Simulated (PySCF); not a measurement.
AgCl, charge -1, doublet, at a GFN2-xTB geometry (such geometries of metal compounds can be far from the true shape) (the multiplicity is a formal guess) (core potentials on Ag) (in this run its highest filled SCF level lies above zero, so its values depend strongly on the basis, on diffuse functions most of all). Base run: PBE/def2-SVP (PySCF).

Input for PySCF:
```python
from pyscf import gto, scf, dft

mol = gto.Mole()
mol.atom = '''
    Ag   -0.00000000   -0.00000000   -0.72010696
    Cl    0.00000000    0.00000000    1.99088395
'''
mol.basis = 'def2-svp'
mol.ecp = {'Ag': 'def2-svp'}
mol.charge = -1
mol.spin = 1
mol.verbose = 4
mol.build()

mf = dft.UKS(mol)
mf.xc = 'pbe'
mf.kernel()
```

Each row names what was changed in the base input (with any setting that the change needs).

| change | basis functions | E (Eh) | HOMO (eV) |
|---|---|---|---|
| base | 49 | -606.90379 | 0.92 |
| basis = x2c-SVPall; relativity = spin-free X2C; nucleus = Gaussian (with mol.nucmod = 'G'; without mol.ecp = {'Ag': 'def2-svp'}) | 71 | -5775.83446 | 1.00 |
| basis = ANO-RCC-VDZP; relativity = spin-free X2C; nucleus = Gaussian (with mol.nucmod = 'G'; without mol.ecp = {'Ag': 'def2-svp'}) | 61 | -5776.39228 | 0.88 |
| basis = x2c-SVPall; relativity = spin-free X2C (without mol.ecp = {'Ag': 'def2-svp'}) | 71 | -5775.91960 | 1.00 |
| basis = x2c-SVPall; relativity = none (without mol.ecp = {'Ag': 'def2-svp'}) | 71 | -5568.48553 | 1.25 |
| basis = ANO-RCC-VDZP; relativity = none (without mol.ecp = {'Ag': 'def2-svp'}) | 61 | -5540.58631 | 0.98 |
| basis = x2c-TZVPall; relativity = spin-free X2C; nucleus = Gaussian (with mol.nucmod = 'G'; without mol.ecp = {'Ag': 'def2-svp'}) | 100 | -5776.53339 | 0.75 |
| basis = ANO-RCC-VDZP; relativity = spin-free X2C (without mol.ecp = {'Ag': 'def2-svp'}) | 61 | -5776.50484 | 0.88 |
| basis = x2c-TZVPall; relativity = none (without mol.ecp = {'Ag': 'def2-svp'}) | 100 | -5584.93420 | 0.98 |
| basis = x2c-TZVPall; relativity = spin-free X2C (without mol.ecp = {'Ag': 'def2-svp'}) | 100 | -5776.62792 | 0.75 |

Totals shift with the method and basis; they matter in differences.

Open shells are given as the SCF converged; they aren't shown to be the lowest states, and a large step between rows can be another state.

Basis sets contracted for a relativistic Hamiltonian are a mismatch without it, so the rows without relativity aren't non-relativistic limits. No row has spin-orbit coupling; sets with core potentials leave out the core electrons.
